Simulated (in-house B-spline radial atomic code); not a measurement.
Computed with a B-spline radial atomic code. Model: two electrons, singlet ground state, non-relativistic, full CI in B-splines with partial waves to l = 8 (at full coupling up to 3e-4 hartree above the limit, correlation up to 0.6 % small), density held at that of full coupling by Lieb maximisation.

Along the adiabatic connection the electron repulsion is scaled by a coupling λ while a local potential keeps the density fixed. At λ = 0 the system is the Kohn-Sham one and W equals the exchange energy; the exchange-correlation energy is the area under W between 0 and 1. The kinetic energy rises with λ as the electrons avoid each other, with dT/dλ = −λ dW/dλ.

Command:
```bash
python run_ac.py task.json out
```
Settings (lengths in bohr, energies in hartree):
```
potential              gauss
strength               2.36
lmax                   8
second                 11.1
```

Cost of the run: 84 s on 1 thread of Intel(R) Xeon(R) Processor @ 2.30GHz, on a shared host.

**W = mean repulsion less Hartree energy, and W of three functionals.**

Given: confinement Gaussian well; well depth 2.36 hartree; well width 11.1 bohr; external potential -V exp(-r^2/w^2).

Computed: PBE exchange minus exact 12.597 millihartree; SCAN exchange minus exact 0.4562 millihartree.

| coupling | W xc (hartree) | W xc minus exchange (millihartree) | kinetic minus Kohn-Sham (millihartree) | LDA (PW92) W minus its exchange (millihartree) | PBE W minus its exchange (millihartree) | SCAN W minus its exchange (millihartree) |
| --- | --- | --- | --- | --- | --- | --- |
| 0 | -0.29745 | 0 | 0 | 0 | 0 | 0 |
| 0.02 | -0.29946 | -2.006 | 0.02 | -9.13 | -3.29 | -1.86 |
| 0.05 | -0.30235 | -4.898 | 0.12 | -17.72 | -7.65 | -4.5 |
| 0.12 | -0.30858 | -11.135 | 0.65 | -31.78 | -16.22 | -10.15 |
| 0.25 | -0.31853 | -21.081 | 2.47 | -49.52 | -28.71 | -19.19 |
| 0.4 | -0.32789 | -30.436 | 5.48 | -64 | -39.9 | -27.89 |
| 0.6 | ? | ? | ? | ? | ? | ? |
| 0.8 | -0.34543 | -47.98 | 15.72 | -89.13 | -60.77 | -45.17 |
| 1 | -0.35159 | -54.138 | 21.24 | -97.84 | -68.33 | -51.63 |
| 1.4 | -0.36083 | -63.379 | 32.22 | -111.15 | -80.12 | -61.75 |
| 2 | ? | ? | ? | ? | ? | ? |
| 3 | -0.37966 | -82.206 | 71.22 | -140.33 | -106.75 | -83.52 |
| 4.5 | -0.38793 | -90.481 | 101.68 | -154.47 | -119.92 | -92.85 |
| 7 | -0.39557 | -98.125 | 144.65 | -168.41 | -133.04 | -100.6 |

What belongs in the row 0.6?

W xc (hartree): -0.33774; W xc minus exchange (millihartree): -40.286; kinetic minus Kohn-Sham (millihartree): 10.36; LDA (PW92) W minus its exchange (millihartree): -78.26; PBE W minus its exchange (millihartree): -51.55; SCAN W minus its exchange (millihartree): -37.41.

What belongs in the row 2?

W xc (hartree): -0.37012; W xc minus exchange (millihartree): -72.676; kinetic minus Kohn-Sham (millihartree): 47.82; LDA (PW92) W minus its exchange (millihartree): -125.11; PBE W minus its exchange (millihartree): -92.76; SCAN W minus its exchange (millihartree): -72.4.

What is the LDA exchange minus exact?

42.665 millihartree.

**Energy parts, natural occupations and partial-wave weights.**

Computed: total energy -3.8622 hartree; correlation energy -0.032898 hartree; kinetic part of the DFT correlation energy 0.02124 hartree; initial slope twice GL2 -0.10188 hartree; kinetic part over minus potential part 0.39233; Kohn-Sham kinetic 0.21269 hartree; Lieb Oxford ratio E_xc over LDA exchange 1.2966.

| natural | occupation of the shell (electrons) |
| --- | --- |
| s | 1.8863 |
| p | 0.10595 |
| s | ? |
| d | 0.0012877 |
| p | 0.0003361 |
| f | 0.00013874 |

What belongs in the row s?

occupation of the shell (electrons): 0.0057837.

```
wave      weight
   s     0.94608
   p     0.05315
   d           ?
   f  7.6294e-05
   g  1.6278e-05
```

What belongs in the row d?

weight: 0.00067054.

What is the Hartree energy?

0.5949 hartree.

What is the exchange energy?

-0.29745 hartree.

Half-way to full coupling W has made 65 % of its drop, against 50 % for a straight line, and second-order (GL2) theory, half the initial slope, overshoots the correlation energy by about 55 %: a marked bend. Over couplings 0 to 1 the errors in E_xc come to about +10 millihartree for LDA, +3.0 millihartree for PBE, +2.7 millihartree for SCAN. In LDA and PBE the errors of exchange and correlation have opposite signs, so the sum is smaller than the larger of the two.
